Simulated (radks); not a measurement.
Results of a calculation; reference values are marked as such.
Zr3.1+, 36.9 electrons, occupied as [Kr] 4d(up 0.9, down 0) (fractional occupations, a model configuration). Level of theory: scalar-relativistic Kohn-Sham, PBEsol, spin-polarised, spherical densities, finite nucleus; Fermi nuclear charge, rms radius 4.2694 fm (a radial shooting solver on a logarithmic mesh with Libxc functionals).

Normalised radial functions P(r) = r R(r), r in bohr:

| r | 4s down | 4p up |
|---|---|---|
| 0.005521 | 0.1279 | 0.0086 |
| 0.007247 | 0.1536 | 0.0140 |
| 0.009513 | 0.1796 | 0.0226 |
| 0.01249 | 0.2022 | 0.0360 |
| 0.01626 | 0.2150 | 0.0556 |
| 0.02134 | 0.2105 | 0.0852 |
| 0.02801 | 0.1770 | 0.1264 |
| 0.03648 | 0.1070 | 0.1779 |
| 0.04788 | -0.0078 | 0.2387 |
| 0.06284 | -0.1543 | 0.2945 |
| 0.08249 | -0.2945 | 0.3204 |
| 0.1074 | -0.3616 | 0.2835 |
| 0.141 | -0.2864 | 0.1501 |
| 0.1851 | -0.0352 | -0.0800 |
| 0.241 | 0.3019 | -0.3341 |
| 0.3163 | 0.5480 | -0.4972 |
| 0.4151 | 0.4721 | -0.4196 |
| 0.5449 | 0.0210 | -0.0611 |
| 0.7096 | -0.5730 | 0.4332 |
| 0.9314 | -0.9988 | 0.8531 |
| 1.222 | -1.0120 | 0.9761 |
| 1.592 | -0.7045 | 0.7906 |
| 2.089 | -0.3310 | 0.4556 |
| 2.743 | -0.1007 | 0.1799 |
| 3.6 | -0.0180 | 0.0452 |
| 4.687 | -0.0018 | 0.0068 |
| 6.153 | -0.0001 | 0.0005 |

4s down: eigenvalue -82.525 eV, 3 radial nodes at r = 0.0471, 0.191, 0.550 bohr, <r> = 1.20 bohr, 90 % of the charge inside 1.74 bohr. 4p up: eigenvalue -60.777 eV, 2 radial nodes at r = 0.170, 0.564 bohr, <r> = 1.34 bohr, 90 % of the charge inside 1.98 bohr.
